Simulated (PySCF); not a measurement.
# Where the electron goes

o-cresol, C₇H₈O.
Structure used (PBE0-D3(BJ)/def2-SVP), in Å, numbered top down from 1:
```
atom  x, y, z in Å
C1    -1.870   -0.978   -0.620
C2    -0.450   -0.594   -0.322
C3     0.617   -1.471   -0.537
C4     1.932   -1.103   -0.260
C5     2.193    0.171    0.243
C6     1.149    1.063    0.467
C7    -0.166    0.686    0.188
O8    -1.144    1.589    0.426
H9    -2.324   -0.322   -1.384
H10   -1.931   -2.006   -1.002
H11   -2.509   -0.931    0.281
H12    0.403   -2.468   -0.932
H13    2.747   -1.808   -0.436
H14    3.218    0.476    0.464
H15    1.328    2.066    0.860
H16   -1.995    1.206    0.188
```

Computed, not measured: TDDFT PBE0/def2-SVPD, vertical, gas phase, core orbitals frozen in the response (PySCF 2.14.0, density-fitted response routines).

Kohn–Sham orbitals with the atoms that hold most of them (Löwdin shares over 4%, at most four atoms; ? is withheld):

```
orbital  ε (eV)                             atoms
 LUMO+2    0.40  O8 22%, C1 21%, H16 13%, H11 10%
 LUMO+1    0.17    C4 21%, C7 21%, C5 13%, C3 10%
   LUMO   -0.18                                 ?
   HOMO       ?                                 ?
 HOMO-1   -7.14    C6 21%, C3 21%, C5 19%, C2 17%
 HOMO-2   -9.53    C7 13%, C2 11%, C6 11%, C3 10%
 HOMO-3   -9.65    C4 20%, O8 19%, C5 17%, C3 15%
```

Question: Which atoms hold the HOMO, and with what shares?

Answer: C4 (bonded to 2 C and H) 20%; O8 (bonded to C and H) 18%; C7 (bonded to 2 C and O) 18%; C2 (bonded to 3 C) 12%. By element: carbon 50% or more, oxygen 18%.

Question: Give the leading atoms of the LUMO.

Answer: C6 (bonded to 2 C and H) 19%; C3 (bonded to 2 C and H) 19%; C5 (bonded to 2 C and H) 18%; C2 (bonded to 3 C) 17%.

Question: What is the HOMO energy, and the HOMO–LUMO gap?

Answer: ε(HOMO) = -6.43 eV; the gap is 6.25 eV (0.2296 hartree).

Question: How does S1 compare with the orbital gap of 6.25 eV?

Answer: S1 is at 5.14 eV (f = 0.036), 1.11 eV below the gap, made of HOMO→LUMO (78%), HOMO-1→LUMO+1 (22%). 

Next come S2 at 5.76 eV (f 0.0027), HOMO→LUMO+2 (98%); S3 at 5.89 eV (f 0.024), HOMO→LUMO+1 (70%), HOMO-1→LUMO (29%); S4 at 6.51 eV (f 0.0037), HOMO→LUMO+3 (98%); S5 at 6.59 eV (f 0.0003), HOMO-1→LUMO+2 (98%).

Löwdin shares depend on the basis, the more so with diffuse functions.

One conformer stands for the species.
